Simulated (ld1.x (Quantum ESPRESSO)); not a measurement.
technetium: one change to a TM semilocal potential, before and after

- Element: technetium
- Generator: ld1.x (Quantum ESPRESSO) 7.5
- Type: norm-conserving Troullier–Martins (semilocal form)
- Functional: PBE
- Relativity: scalar-relativistic
- Frozen core: [Kr]
- Valence charge: 7
- Reference configuration: 4d4 5s0 5p0 (charge +3)
- Partial waves: 5s (bound, empty): rc 1.80 bohr; 4d (bound): rc 1.55 bohr; 5p (bound, empty): rc 2.45 bohr
- Local potential: the p channel
- Core correction: none

All-electron outer shells of the reference configuration (PBE, scalar-relativistic, ld1.x):

```json
{"shell": "4p", "level (eV)": "-75.38", "outermost node (bohr)": "0.50", "outermost maximum (bohr)": "1.01"}
{"shell": "4d", "level (eV)": "-35.15", "outermost node (bohr)": "0.50", "outermost maximum (bohr)": "1.24"}
{"shell": "5s", "level (eV)": "-27.76", "outermost node (bohr)": "1.25", "outermost maximum (bohr)": "2.37"}
{"shell": "5p", "level (eV)": "-21.38", "outermost node (bohr)": "1.39", "outermost maximum (bohr)": "2.76"}
```

Change: all radii scaled by about 1.36 (s 2.44, p 3.34, d 2.10 bohr).

Cutoffs: the cutoffs (Ry, on a coarse ladder) from which the occupation-weighted sum of valence levels, in a spherical-Bessel basis at the reference potential, stays within 10 and 1 mRy of its value at 400 Ry; they do not see the model core or the augmentation charge, which bear on the density cutoff. Errors are all-electron minus pseudo energies relative to the spin-unpolarised reference configuration.

Problem. How do hardness, ghosts and transferability respond?

Solution. The potential gets softer (50 Ry and 60 Ry → 40 Ry and 50 Ry); the bound ghost in s disappears; of the 7 tests that both files solve, the error grows in 1 and shrinks in 5 by more than 15 % and 0.3 meV (median size 362.9 → 257.9 meV). A larger radius leaves more room for a smooth pseudo-wave, so fewer plane waves are needed. A semilocal file is local in each channel, so a ghost entry of none says nothing of the separable form that plane-wave codes build from it.

```tsv
quantity	base	changed
cutoff, loose	50 Ry	40 Ry
cutoff, tight	60 Ry	50 Ry
bound ghosts	s	none
error for 4d5 5s2 5p0, meV [ΔE -51.71 eV]	+617	+467
error for 4d5 5s1 5p0, meV [ΔE -43.56 eV]	+286	+225
error for 4d5 5s0 5p0, meV [ΔE -28.71 eV]	-15	-17
error for 4d4 5s2 5p0, meV [ΔE -40.07 eV]	+463	+379
error for 4d6 5s0 5p0, meV [ΔE -45.55 eV]	-11	-27
error for 4d6 5s1 5p0, meV [ΔE -52.65 eV]	+363	+258
error for 4d5 5s1.5 5p0, meV [ΔE -48.43 eV]	+460	+354
```

 A true bound ghost makes a file unfit for plane-wave use even where its test errors are small: the radial tests pick states by their node count and pass the ghost by.
